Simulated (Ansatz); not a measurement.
`C[S][GaH2]` and `C[S][Na]` differ in one atom or group.

Ansatz, PBE0-D4/def2-TZVP geometries, multiplicity 1. 

Scalar relativity is left out up to krypton.

| property | `C[S][GaH2]` |
| --- | --- |
| HOMO energy (B3LYP/def2-TZVPP) / eV | -6.91 |
| size of the dipole moment (ωB97M-V/def2-TZVPP) / D | 1.38 |
| HOMO energy (ωB97M-V/def2-TZVPP) / eV | -9.27 |
| size of the dipole moment (PBE/def2-TZVPP) / D | 1.37 |
| HOMO–LUMO gap (PBE/def2-TZVPP) / eV | 3.90 |
| HOMO–LUMO gap (B3LYP/def2-TZVPP) / eV | 5.29 |

Question: Give the same properties after the change, and the shifts. (An estimate is asked.)

Answer: Ansatz gave: 
| property | `C[S][Na]` | shift |
| --- | --- | --- |
| HOMO energy (B3LYP/def2-TZVPP) / eV | -4.59 | 2.32 |
| size of the dipole moment (ωB97M-V/def2-TZVPP) / D | 7.98 | 6.60 |
| HOMO energy (ωB97M-V/def2-TZVPP) / eV | -6.88 | 2.39 |
| size of the dipole moment (PBE/def2-TZVPP) / D | 7.13 | 5.76 |
| HOMO–LUMO gap (PBE/def2-TZVPP) / eV | 1.56 | -2.34 |
| HOMO–LUMO gap (B3LYP/def2-TZVPP) / eV | 2.65 | -2.64 |

With PBE0 the HOMO rises by 2.38 eV and the LUMO falls by 0.28 eV, so the gap narrows by about 2.66 eV. PBE moves the HOMO by 2.28 eV and ωB97M-V by 2.39 eV. Dipoles are sizes alone; their direction can turn.

B3LYP here is the variant with VWN-RPA as its local correlation; programs differ in this.
